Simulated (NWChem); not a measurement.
# C$_{4}$H$_{3}$Br; SMILES C#CC(=C)Br

Results from NWChem. Pople sets run with spherical d functions. The geometry was optimised at B3LYP/6-31G* (spherical d). Level: B3LYP/6-31G* with SMD (1 M gas to 1 M solution), gas-phase geometry.

What does the run give for solvent water? Quantities: solvation free energy (kcal/mol); cavity-dispersion-structure term (kcal/mol); dipole in solution (D).


```json
{
 "solvation free energy (kcal/mol)": "-0.3",
 "cavity-dispersion-structure term (kcal/mol)": "3.9",
 "dipole in solution (D)": "2.22"
}
```
